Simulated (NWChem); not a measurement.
System: stibine (SbH3); SMILES [SbH3]

Program: NWChem. Coordinates come from a PBE0-D3(BJ)/def2-TZVP optimisation. def2 effective core potentials on Sb; no spin-orbit coupling. Field at 589 nm.

Problem. Predict the results for B3LYP/def2-TZVPD (core potentials). Quantities: isotropic polarisability (bohr³); anisotropy (bohr³).

Solution. 
- isotropic polarisability (bohr³) = 49.8
- anisotropy (bohr³) = 2.2
